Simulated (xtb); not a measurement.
Al(F)(OH)(OEt) (C₂H₆AlFO₂), SMILES CC[O][Al]([OH])[F]. All values are semi-empirical tight-binding results from xtb (GFN2-xTB unless named), good for trends rather than for accurate numbers. Geometry optimised at GFN2-xTB. The structure was generated by enumeration; whether it is a known compound was not checked. The values are those of a single conformer.

For metal compounds this method's bond lengths and energies can be far off.

| Item | Value |
|---|---|
| orbital gap | 4.30 eV |
| zero-point energy | 52.9 kcal/mol |
| G − E(el) at 298.15 K (modified RRHO) | 31.8 kcal/mol |
